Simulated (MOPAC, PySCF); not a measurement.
C$_{4}$H$_{6}$BN, SMILES `B/C(C#N)=C/C`, neutral singlet in the gas phase. 

Cartesian coordinates (Å):
```xyz
12

B      2.1193    -0.3261    -0.0156
C      0.6863     0.2193     0.0240
C      0.4416     1.6281     0.1486
N      0.2590     2.7555     0.2484
C     -0.3628    -0.6230    -0.0581
C     -1.7992    -0.2673    -0.0354
H      3.0594     0.3955     0.0550
H      2.2632    -1.5029    -0.1201
H     -0.1275    -1.6780    -0.1511
H     -1.9627     0.8036     0.0597
H     -2.2826    -0.6241    -0.9483
H     -2.2939    -0.7806     0.7928
```
Charge 0, multiplicity 1.

All levels are single points at this geometry (CAM-B3LYP-D3(BJ)/def2-TZVP); Pople sets use spherical d functions. Orbital energies aren't observables, and empty levels follow the basis.

PBE/6-31G* in PySCF gives dipole (D) = 4.29.

Task: Estimate the dipole (D) from each of these levels: CAM-B3LYP-D3(BJ)/def2-TZVP in PySCF; B3LYP/3-21G in PySCF; B3LYP/6-311+G** in PySCF; BP86/6-31G* in PySCF; M06-2X/6-31G* in PySCF; HF/3-21G in PySCF; HF/6-31G* in PySCF; PM3 in MOPAC.

Result: 
| level | dipole (D) |
|---|---|
| CAM-B3LYP-D3(BJ)/def2-TZVP in PySCF | 4.58 |
| B3LYP/3-21G in PySCF | 4.21 |
| B3LYP/6-311+G** in PySCF | 4.58 |
| BP86/6-31G* in PySCF | 4.32 |
| M06-2X/6-31G* in PySCF | 4.34 |
| HF/3-21G in PySCF | 4.65 |
| HF/6-31G* in PySCF | 4.81 |
| PM3 in MOPAC | 4.10 |
